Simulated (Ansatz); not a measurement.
Harmonic vibrations of `Cl/C=C(/Cl)Br` by finite differences.

```yaml
crystal:
  periodic: [false, false, false]
  atoms:
    - {symbol: Cl, position_ang: [1.092812, 0.984545, 1.545792]}
    - {symbol: C, position_ang: [0.638763, 0.362823, 0.029167]}
    - {symbol: C, position_ang: [-0.471488, -0.331415, -0.195501]}
    - {symbol: Cl, position_ang: [-0.819719, -0.905853, -1.769638]}
    - {symbol: Br, position_ang: [-1.725927, -0.742950, 1.122832]}
    - {symbol: H, position_ang: [1.327659, 0.568951, -0.778852]}
basis:
  gaussian: {orbitals: def2-TZVP}
hamiltonian: {xc: pbe0, dispersion: d4}
phonons: {temperatures: {t_min: 298.15, t_max: 900, t_step: 200}}
```

```sh
$ ansatz run in.yaml --threads 4 --pin off --events-out ev --progress --plain
```

Shortened log:

```
Functional definition: PBE0
mean field -97163.75449703 eV, -3570.7021178075 hartree, gradient 3.4e-5 eV, S^2 0.000000; 0 other end points of the search recorded, 0 dependent functions left out
mean field -97163.75451766 eV, -3570.7021185658 hartree, gradient 2.9e-6 eV, S^2 0.000000; 0 other end points of the search recorded, 0 dependent functions left out
mean field -97163.75444702 eV, -3570.7021159697 hartree, gradient 2.9e-6 eV, S^2 0.000000; 0 other end points of the search recorded, 0 dependent functions left out
mean field -97163.75450917 eV, -3570.7021182536 hartree, gradient 2.9e-6 eV, S^2 0.000000; 0 other end points of the search recorded, 0 dependent functions left out
mean field -97163.75445375 eV, -3570.7021162169 hartree, gradient 2.9e-6 eV, S^2 0.000000; 0 other end points of the search recorded, 0 dependent functions left out
mean field -97163.75445835 eV, -3570.7021163860 hartree, gradient 2.9e-6 eV, S^2 0.000000; 0 other end points of the search recorded, 0 dependent functions left out
mean field -97163.75439855 eV, -3570.7021141884 hartree, gradient 2.9e-6 eV, S^2 0.000000; 0 other end points of the search recorded, 0 dependent functions left out
mean field -97163.75431667 eV, -3570.7021111796 hartree, gradient 2.9e-6 eV, S^2 0.000000; 0 other end points of the search recorded, 0 dependent functions left out
mean field -97163.75429108 eV, -3570.7021102390 hartree, gradient 2.9e-6 eV, S^2 0.000000; 0 other end points of the search recorded, 0 dependent functions left out
mean field -97163.75441895 eV, -3570.7021149381 hartree, gradient 2.9e-6 eV, S^2 0.000000; 0 other end points of the search recorded, 0 dependent functions left out
mean field -97163.75440572 eV, -3570.7021144521 hartree, gradient 2.9e-6 eV, S^2 0.000000; 0 other end points of the search recorded, 0 dependent functions left out
mean field -97163.75434163 eV, -3570.7021120969 hartree, gradient 2.9e-6 eV, S^2 0.000000; 0 other end points of the search recorded, 0 dependent functions left out
mean field -97163.75434776 eV, -3570.7021123219 hartree, gradient 2.9e-6 eV, S^2 0.000000; 0 other end points of the search recorded, 0 dependent functions left out
mean field -97163.75432539 eV, -3570.7021115001 hartree, gradient 2.9e-6 eV, S^2 0.000000; 0 other end points of the search recorded, 0 dependent functions left out
mean field -97163.75433808 eV, -3570.7021119664 hartree, gradient 2.9e-6 eV, S^2 0.000000; 0 other end points of the search recorded, 0 dependent functions left out
mean field -97163.75441300 eV, -3570.7021147197 hartree, gradient 2.9e-6 eV, S^2 0.000000; 0 other end points of the search recorded, 0 dependent functions left out
mean field -97163.75442330 eV, -3570.7021150981 hartree, gradient 2.9e-6 eV, S^2 0.000000; 0 other end points of the search recorded, 0 dependent functions left out
mean field -97163.75438709 eV, -3570.7021137674 hartree, gradient 2.9e-6 eV, S^2 0.000000; 0 other end points of the search recorded, 0 dependent functions left out
mean field -97163.75439742 eV, -3570.7021141471 hartree, gradient 2.9e-6 eV, S^2 0.000000; 0 other end points of the search recorded, 0 dependent functions left out
mean field -97163.75447349 eV, -3570.7021169426 hartree, gradient 2.9e-6 eV, S^2 0.000000; 0 other end points of the search recorded, 0 dependent functions left out
mean field -97163.75449406 eV, -3570.7021176986 hartree, gradient 2.9e-6 eV, S^2 0.000000; 0 other end points of the search recorded, 0 dependent functions left out
mean field -97163.75446726 eV, -3570.7021167136 hartree, gradient 2.9e-6 eV, S^2 0.000000; 0 other end points of the search recorded, 0 dependent functions left out
mean field -97163.75449913 eV, -3570.7021178849 hartree, gradient 2.9e-6 eV, S^2 0.000000; 0 other end points of the search recorded, 0 dependent functions left out
mean field -97163.75438575 eV, -3570.7021137180 hartree, gradient 2.9e-6 eV, S^2 0.000000; 0 other end points of the search recorded, 0 dependent functions left out
mean field -97163.75447384 eV, -3570.7021169552 hartree, gradient 2.9e-6 eV, S^2 0.000000; 0 other end points of the search recorded, 0 dependent functions left out
mean field -97163.75442306 eV, -3570.7021150892 hartree, gradient 2.9e-6 eV, S^2 0.000000; 0 other end points of the search recorded, 0 dependent functions left out
mean field -97163.75450135 eV, -3570.7021179664 hartree, gradient 2.9e-6 eV, S^2 0.000000; 0 other end points of the search recorded, 0 dependent functions left out
mean field -97163.75447237 eV, -3570.7021169012 hartree, gradient 2.9e-6 eV, S^2 0.000000; 0 other end points of the search recorded, 0 dependent functions left out
mean field -97163.75450610 eV, -3570.7021181408 hartree, gradient 2.9e-6 eV, S^2 0.000000; 0 other end points of the search recorded, 0 dependent functions left out
mean field -97163.75448369 eV, -3570.7021173173 hartree, gradient 2.9e-6 eV, S^2 0.000000; 0 other end points of the search recorded, 0 dependent functions left out
mean field -97163.75443493 eV, -3570.7021155255 hartree, gradient 2.9e-6 eV, S^2 0.000000; 0 other end points of the search recorded, 0 dependent functions left out
mean field -97163.75445090 eV, -3570.7021161124 hartree, gradient 2.9e-6 eV, S^2 0.000000; 0 other end points of the search recorded, 0 dependent functions left out
mean field -97163.75443557 eV, -3570.7021155491 hartree, gradient 2.9e-6 eV, S^2 0.000000; 0 other end points of the search recorded, 0 dependent functions left out
mean field -97163.75448778 eV, -3570.7021174678 hartree, gradient 2.9e-6 eV, S^2 0.000000; 0 other end points of the search recorded, 0 dependent functions left out
mean field -97163.75448051 eV, -3570.7021172005 hartree, gradient 2.9e-6 eV, S^2 0.000000; 0 other end points of the search recorded, 0 dependent functions left out
mean field -97163.75442689 eV, -3570.7021152301 hartree, gradient 2.9e-6 eV, S^2 0.000000; 0 other end points of the search recorded, 0 dependent functions left out
mean field -97163.75443089 eV, -3570.7021153770 hartree, gradient 2.9e-6 eV, S^2 0.000000; 0 other end points of the search recorded, 0 dependent functions left out
Total energy: -97163.93968309 eV, -3570.7089232698 hartree
Atom 0 at     1.092812     0.984545     1.545792 Å, force     0.000188     0.000387     0.000676 eV/Å
Atom 1 at     0.638763     0.362823     0.029167 Å, force     0.000276    -0.000091    -0.001164 eV/Å
Atom 2 at    -0.471488    -0.331415    -0.195501 Å, force    -0.000523    -0.000574    -0.000515 eV/Å
Atom 3 at    -0.819719    -0.905853    -1.769638 Å, force     0.000203     0.000378     0.000469 eV/Å
Atom 4 at    -1.725927    -0.742950     1.122832 Å, force     0.000106     0.000046     0.000067 eV/Å
Atom 5 at     1.327659     0.568951    -0.778852 Å, force    -0.000251    -0.000146     0.000466 eV/Å
Dipole moment:     0.112112     0.038676    -0.109862 e Å
Vibrations: 140.66 210.25 232.22 384.56 450.09 543.60 824.13 871.34 925.16 1263.39 1657.74 3231.57 cm⁻¹, zero-point energy 0.665468 eV
```

Run time 58 s (4 threads of a server CPU on a shared host); peak host memory 0.67 GiB.
